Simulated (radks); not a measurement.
Spherical quantum dot in the effective-mass picture: electrons in a parabolic well V = omega^2 r^2 / 2 with omega = 0.212, with a point charge +2 (a donor) at the centre, all in effective atomic units (hartree* = m*/eps^2 hartree, bohr* = eps/m* bohr), one dielectric constant everywhere. Method: non-relativistic Kohn-Sham, PBE, spin-polarised, spherical densities; computed with a radial shooting solver with Libxc functionals. Levels are named by radial order and angular momentum (1s, 1p, 1d, 2s, ...), and open shells are averaged over m. Results are scaled to m* = 0.04 and eps = 8.1, for which hartree* = 16.59 meV and bohr* = 10.72 nm.

N = 35, configuration 1s2 1p6 1d10 2s2 1f(up 7, down 6) 3s2. This is the lowest configuration that the search found. Occupied levels:

level,occupation,eigenvalue (meV),<r> (nm)
1s down,1,78.815,10.40
1s up,1,78.818,10.40
2s up,1,87.097,62.45
2s down,1,87.124,61.99
1p up,3,87.595,65.39
1p down,3,87.625,64.92
1d up,5,88.607,74.60
1d down,5,88.652,74.39
3s up,1,89.644,65.20
3s down,1,89.665,65.41
1f up,7,89.731,80.09
1f down,6,89.782,80.00

Energy (meV): total 1731.44, kinetic 127.33, external 332.04, Hartree 1394.7, exchange-correlation -122.67.

Electron density:

r (nm),n(r) (e/nm^3)
6.68,0.0002971
17.8,0.00001263
29.0,7.313e-06
40.2,8.384e-06
51.3,9.119e-06
62.5,0.00001004
73.7,9.868e-06
84.8,7.313e-06
96.0,3.486e-06
107,9.442e-07
118,1.483e-07
129,1.312e-08
141,6.254e-10
